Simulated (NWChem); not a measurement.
InNH3OF; SMILES [NH2][In]([OH])[F]

Results from NWChem. Geometry: optimised at PBE0/def2-SVP. No frequency run checked for a minimum. def2 effective core potentials on In; no spin-orbit coupling. One conformer.

Diagonal of the polarisability tensor at PBE0/def2-SVPD, static: 45.87, 55.70, 37.11 bohr³.

### Question
Find the mean polarisability volume, the molar refraction, and the refractive index that an ideal gas of it would have at 273.15 K and 1 atm.

### Answer

1. Mean: one third of the trace = 46.23 bohr³ × 0.14818 Å³/bohr³ = 6.85 Å³.
2. Molar refraction (Lorentz-Lorenz): (4π/3) N_A α = 17.3 cm³/mol.
3. Number density p/kT = 2.687 × 10⁻⁵ Å⁻³; n − 1 = 2π N α = 11.56 × 10⁻⁴.
4. These hold the electronic response alone: vibrational and orientational terms add to the static dielectric constant.
